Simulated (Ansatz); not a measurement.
Relaxation of C2H4INO (9 atoms, charge 0, multiplicity 1), to a largest force component of 0.015 eV/Å in at most 40 steps.

Computed with RKS r2SCAN-D4/def2-SVP in Ansatz.

```xyz
9
Properties=species:S:1:pos:R:3
N 0.655 -0.264 -1.026
C 0.102 -0.172 0.232
O 0.574 -1.142 1.036
C -0.694 0.723 0.730
I -1.619 2.236 -0.339
H 0.128 0.469 -1.641
H 0.529 -1.149 -1.430
H 1.473 -1.392 0.605
H -1.061 0.646 1.816
```

Question: Where does it end, and by what steps?

Answer: The forces met the threshold. After 6 steps the energy has fallen by 0.480 eV; H9 moved furthest, 0.15 Å.

```json
{"step": "0", "energy less start (eV)": "0.0000", "largest force component (eV/Å)": "4.175", "accepted": "yes"}
{"step": "1", "energy less start (eV)": "-0.4190", "largest force component (eV/Å)": "1.292", "accepted": "yes"}
{"step": "2", "energy less start (eV)": "-0.4720", "largest force component (eV/Å)": "0.257", "accepted": "yes"}
{"step": "3", "energy less start (eV)": "-0.4771", "largest force component (eV/Å)": "0.142", "accepted": "yes"}
{"step": "4", "energy less start (eV)": "-0.4779", "largest force component (eV/Å)": "0.094", "accepted": "yes"}
{"step": "5", "energy less start (eV)": "-0.4795", "largest force component (eV/Å)": "0.066", "accepted": "yes"}
{"step": "6", "energy less start (eV)": "-0.4798", "largest force component (eV/Å)": "0.013", "accepted": "yes"}
```

```xyz
9
Properties=species:S:1:pos:R:3
N 0.600 -0.229 -1.061
C 0.101 -0.203 0.229
O 0.554 -1.213 1.018
C -0.728 0.718 0.771
I -1.716 2.170 -0.371
H 0.257 0.527 -1.650
H 0.498 -1.133 -1.521
H 1.459 -1.413 0.729
H -0.938 0.731 1.839
```

Whether the end is a true minimum wasn't checked by a vibrational analysis.

Run time: 29 s on 2 threads of Arm Neoverse V1, on a shared host, peak memory 0.17 GiB.
